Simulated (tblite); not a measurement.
C₇H₁₁ (doublet state).
Bonds: C1–C2 (double), C2–C3, C3–C4, C3–C5, C3–C6, C6–C7 (double). Hydrogens: H8, H9 on C1; H10, H11, H12 on C4; H13, H14, H15 on C5; H16 on C6; H17, H18 on C7.

Computed geometry: GFN2-xTB, gas phase. This method treats the open shell by occupation alone, without spin polarisation.

**Question.** Give the optimised bond lengths and angles.

**Answer.** 
| bond | length (bohr) | order |
| --- | --- | --- |
| C1=C2 | 2.443 | double |
| C2–C3 | 2.777 | single |
| C3–C4, C3–C5 | 2.900 | single |
| C3–C6 | 2.857 | single |
| C6=C7 | 2.498 | double |
| C1–H8 | 2.065 | single |
| C1–H9 | 2.044 | single |
| C4–H10 and 5 like bonds | 2.055 | single |
| C6–H16 | 2.046 | single |
| C7–H17 | 2.033 | single |
| C7–H18 | 2.036 | single |

Bonds in one row agree within 0.02 bohr and their mean is given. Orders are formal, as drawn. A selection of angles:
| angle | degrees |
| --- | --- |
| C2–C1–H8 | 124.7 |
| C2–C1–H9 | 121.5 |
| H8–C1–H9 | 113.8 |
| C1–C2–C3 | 144.5 |
| C2–C3–C4 | 110.0 |
| C2–C3–C6 | 105.4 |
| C4–C3–C5 | 109.7 |
| C4–C3–C6 | 109.1 |
| C5–C3–C6 | 113.2 |
| C3–C4–H10 | 110.3 |
| H10–C4–H11 | 108.5 |
| H10–C4–H12 | 108.8 |
| C3–C5–H15 | 110.9 |
| C3–C6–C7 | 126.7 |
| C3–C6–H16 | 113.5 |
| C7–C6–H16 | 119.7 |
| C6–C7–H17 | 123.1 |
| C6–C7–H18 | 121.0 |
| H17–C7–H18 | 116.0 |

Dihedral angles: C1–C2–C3–C4 131° (anticlinal); C2–C3–C6–C7 -103° (anticlinal). The mirror-image conformer, all signs reversed, is as good.

C1 (carbon bonded to C and 2 H) is planar (angles 124.7°, 121.5° and 113.8°, sum 360.0°, 0.00 Å off the plane of its three neighbours). The 6 C–C bonds span 1.293 Å (C1=C2, drawn double) to 1.537 Å (C3–C4, drawn single), a spread of 0.244 Å. C2 (carbon bonded to 2 C) is bent (angle 144.5°). C6 (carbon bonded to 2 C and H) is planar (angles 126.7°, 119.7° and 113.5°, sum 359.9°, 0.02 Å off the plane of its three neighbours). C7 (carbon bonded to C and 2 H) is planar (angles 123.1°, 121.0° and 116.0°, sum 360.0°, 0.00 Å off the plane of its three neighbours). Of the pairs four or more bonds apart, C5···H17 is among the closest relative to their van der Waals radii: 2.66 Å, 92 % of the sum of Bondi's values.

Point group: C1 (no symmetry element, even within 0.4 Å). Its GFN2-xTB frequencies are all real (lowest 58 cm⁻¹).
